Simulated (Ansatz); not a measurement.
The same ligand exchange along the group Ti, Zr, Hf.

Isolated molecules relaxed with PBE0-D4/def2-TZVP in Ansatz; ΔE leaves out vibrations. CCSD(T)/CBS is the MP2 limit (def2-TZVPP, def2-QZVPP) plus CCSD(T) − MP2 in def2-TZVPP, frozen cores. This one scheme is used for every species. DFT in def2-TZVPP. B3LYP here is the variant with VWN-RPA as its local correlation; programs differ in this. def2 core potentials past Kr. For Hf, Ti, Zr outer-core shells are correlated without core-valence functions, which leaves a few kJ/mol of doubt a bond. Scalar relativity is left out up to krypton. One conformer a species, not always the lowest.

```tsv
reaction	revPBE-D4 (kJ/mol)	CCSD/CBS(def2) (kJ/mol)	B3LYP-D4 (kJ/mol)
`[NH2][Ti]([NH2])([NH2])[F]` + NH₃ → `[NH2][Ti]([NH2])([NH2])[NH2]` + H–F	123	114	125
`[NH2][Zr]([NH2])([NH2])[F]` + NH₃ → `[NH2][Zr]([NH2])([NH2])[NH2]` + H–F	130	125	133
`[NH2][Hf]([NH2])([NH2])[F]` + NH₃ → `[NH2][Hf]([NH2])([NH2])[NH2]` + H–F	131	123	133
```

**Question.** Give the CCSD(T)/CBS values in the same order. (Estimate.)

**Answer.** Ansatz gave: 112, 123, 122 kJ/mol.

Largest T1 diagnostic: 0.024, for `[NH2][Ti]([NH2])([NH2])[F]`.
